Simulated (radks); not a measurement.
Task: The mean radii <r> (bohr) of the occupied orbitals of an atom or ion are listed with their occupations. Method: scalar-relativistic Kohn-Sham, LDA (Slater exchange, Perdew-Wang correlation), spin-polarised, spherical densities, point nucleus; computed with a radial shooting solver on a logarithmic mesh with Libxc functionals.

| orbital | occ. | <r> |
|---|---|---|
| 1s down | 1 | 0.02152 |
| 1s up | 1 | 0.02152 |
| 2s up | 1 | 0.09156 |
| 2s down | 1 | 0.09155 |
| 2p up | 3 | 0.08091 |
| 2p down | 3 | 0.08091 |
| 3s up | 1 | 0.2397 |
| 3s down | 1 | 0.2395 |
| 3p up | 3 | 0.2383 |
| 3p down | 3 | 0.2381 |
| 3d up | 5 | 0.2167 |
| 3d down | 5 | 0.2164 |
| 4s up | 1 | 0.5380 |
| 4s down | 1 | 0.5383 |
| 4p up | 3 | 0.5677 |
| 4p down | 3 | 0.5682 |
| 4d up | 5 | 0.6084 |
| 4d down | 5 | 0.6097 |
| 5s up | 1 | 1.148 |
| 5s down | 1 | 1.157 |
| 4f up | 6 | 0.6913 |
| 6d up | 1 | 2.595 |

Name the element and its charge. Open shells, if any, are filled with parallel spins first.

Result: Z = 65, terbium, charge +10: Tb10+ in [Kr] 4d10 4f6 5s2 6d1. The 1s radius gives Z: for a bare nucleus <r> = (2 gamma + 1)/(2Z) with gamma = sqrt(1 - (Z/c)^2), 0.02124 bohr for Z = 65, and screening makes it slightly larger (0.02152 here). The occupations add up to 55, and the charge is Z minus that.
